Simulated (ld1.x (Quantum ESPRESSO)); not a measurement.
## titanium (Ti): one change to a TM potential, before and after

| Item | Value |
| --- | --- |
| Element | titanium (Ti) |
| Generator | ld1.x (Quantum ESPRESSO) 7.5 |
| Type | norm-conserving Troullier–Martins (Kleinman–Bylander form) |
| Functional | BP86 |
| Relativity | non-relativistic |
| Frozen core | [Ar] |
| Valence charge | 4 |
| Reference configuration | 3d2 4s1.5 4p0 (charge +0.5) |
| Partial waves | 4s (bound): rc 2.65 bohr; 4p (bound, empty): rc 3.40 bohr; 3d (bound): rc 2.55 bohr |
| Local potential | the d channel |
| Core correction | a·sin(br)/r model core inside 2.30 bohr |

Change: core correction a·sin(br)/r model core inside 2.40 bohr.

Cutoffs: the cutoffs (Ry, on a coarse ladder) from which the occupation-weighted sum of valence levels, in a spherical-Bessel basis at the reference potential, stays within 10 and 1 mRy of its value at 400 Ry; they do not see the model core or the augmentation charge, which bear on the density cutoff. Errors are all-electron minus pseudo energies relative to the spin-unpolarised reference configuration.

Q: How do hardness, ghosts and transferability respond?

A: The potential gets neither clearly harder nor softer (35 Ry and 45 Ry → 35 Ry and 45 Ry); both files keep a bound ghost (p, s); of the 7 tests that both files solve, the error grows in 1 and shrinks in 3 by more than 15 % and 0.3 meV (median size 25.6 → 16.6 meV). A wider model core is smoother and lowers the density cutoff, which this test does not measure.

| quantity | base | changed |
| --- | --- | --- |
| cutoff, loose | 35 Ry | 35 Ry |
| cutoff, tight | 45 Ry | 45 Ry |
| bound ghosts | s, p | s, p |
| error for 3d2 4s2 4p0, meV [ΔE -2.99 eV] | -0.1 | -0.1 |
| error for 3d2 4s1 4p0, meV [ΔE 4.47 eV] | -0.8 | -0.8 |
| error for 3d2 4s0 4p0, meV [ΔE 18.03 eV] | -26 | -25 |
| error for 3d1 4s2 4p0, meV [ΔE 7.09 eV] | +94 | +118 |
| error for 3d2.5 4s1.5 4p0, meV [ΔE -2.72 eV] | -10 | -8.4 |
| error for 3d3 4s1 4p0, meV [ΔE -2.02 eV] | -41 | -34 |
| error for 3d3 4s0 4p0, meV [ΔE 4.35 eV] | -28 | -17 |
| s: phases at 3.68 bohr within 0.05 rad from the reference energy up to (Ry; the scan ends near 5) | 1.2 | 1.2 |
| p: phases at 3.68 bohr within 0.05 rad from the reference energy up to (Ry; the scan ends near 5) | to the end of the scan | to the end of the scan |
| d: phases at 3.68 bohr within 0.05 rad from the reference energy up to (Ry; the scan ends near 5) | 0.0 | 0.0 |

 A true bound ghost makes a file unfit for plane-wave use even where its test errors are small: the radial tests pick states by their node count and pass the ghost by.
